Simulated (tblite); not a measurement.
Compound: C5H15NOSi.
SMILES with atom numbers: `[CH3:1][O:2][SiH2:3][CH2:4][CH2:5][N:6]([CH3:7])[CH3:8]` (hydrogens: H9, H10, H11 on C1; H12, H13 on Si3; H14, H15 on C4; H16, H17 on C5; H18, H19, H20 on C7; H21, H22, H23 on C8)

Cartesian coordinates in Å at the GFN2-xTB level; atoms count from 1:
```xyz
23
C5H15NOSi angstrom
C      3.8905   -0.4278    0.0866
O      2.7089   -0.7848    0.7361
Si     1.1686   -0.7754    0.1978
C      0.5963    0.9756   -0.2986
C     -0.7974    0.8738   -0.9057
N     -1.5729   -0.1186   -0.1804
C     -2.0611    0.3898    1.0824
C     -2.6535   -0.6702   -0.9680
H      4.0462   -1.0436   -0.8027
H      3.8756    0.6234   -0.2131
H      4.7172   -0.5881    0.7802
H      0.5623   -1.2956    1.4107
H      1.0246   -1.6391   -0.9805
H      1.2684    1.4412   -1.0219
H      0.5866    1.6316    0.5729
H     -0.7018    0.5222   -1.9355
H     -1.3058    1.8545   -0.9308
H     -2.5314   -0.4225    1.6348
H     -2.7974    1.2002    0.9535
H     -1.2273    0.7647    1.6691
H     -2.2470   -1.1183   -1.8732
H     -3.1498   -1.4496   -0.3909
H     -3.4045    0.0838   -1.2538
```

Computed values, GFN2-xTB/tblite, gas phase, harmonic and unscaled. Against measured fundamentals such values can be off by several per cent, at times by over 20. Modes of hydrogen on silicon can be 10 to 20 % off. One conformer, not necessarily the lowest.

Harmonic wavenumbers (cm⁻¹): 29.3, 60.2, 77.1, 84.1, 91.6, 181.5, 190.7, 213.9, 229.1, 265.8, 321.0, 389.6, 424.0, 484.2, 503.4, 661.6, 691.8, 734.4, 745.0, 768.1, 792.2, 874.6, 960.5, 1023.6, 1039.7, 1077.4, 1091.1, 1120.4, 1130.8, 1136.5, 1149.0, 1154.7, 1207.7, 1254.1, 1276.6, 1300.1, 1359.5, 1409.9, 1414.1, 1422.5, 1481.3, 1485.4, 1486.6, 1488.2, 1491.3, 1494.0, 1495.3, 1505.6, 2201.6, 2350.8, 2799.6, 2834.6, 2845.3, 2938.3, 2951.1, 2960.2, 2973.8, 2983.4, 2984.9, 3008.3, 3013.5, 3017.1, 3047.7.

A = 3936, B = 742.0, C = 728.8 MHz; mass 133.092 u (most abundant isotopes); point group C1, symmetry number 1.

Zero-point energy?

½Σν̃ = 42590 cm⁻¹ = 121.77 kcal/mol.

What is S at 200 K and 1 bar for an ideal gas of classical rigid rotors and harmonic oscillators?

Translation 38.61, rotation 28.21, vibration 27.05: S = 93.9 cal/(mol K).

And Cp and H(200 K) − H(0)?

Cp = 33.23 cal/(mol K), of which vibrations give 25.28 (their classical limit is 63 R = 125.2); H(200 K) − H(0) = 4.37 kcal/mol without the zero-point energy, 2.78 from vibrations.

How do the functions run with temperature in this model?

```tsv
T (K)	S (cal/(mol K))	Cp (cal/(mol K))	H − H(0) (kcal/mol)	G − H(0) (kcal/mol)	ln q(vib)
50	61.5	16.0	0.58	-2.50	1.05
100	74.8	22.8	1.55	-5.92	2.95
298.15	109.1	43.8	8.14	-24.38	9.92
373.15	119.8	52.2	11.74	-32.97	12.33
500	136.9	65.2	19.20	-49.26	16.28
750	167.3	84.5	38.07	-87.38	23.71
1000	193.5	97.7	60.95	-132.55	30.64
```

q(vib) and H(0) count from the zero-point level.

Which modes carry the vibrational entropy at 200 K?

29.3 cm⁻¹: 5.08; 60.2 cm⁻¹: 3.67; 77.1 cm⁻¹: 3.18; 84.1 cm⁻¹: 3.02; 91.6 cm⁻¹: 2.85; 181.5 cm⁻¹: 1.59 cal/(mol K); the other 57 give 7.65 together.

Hindered rotation and anharmonicity are outside this model. Other conformers, if any are populated, would add a mixing term that is left out. The structure is chiral; the term R ln 2 for an equal mix with its mirror image is left out.
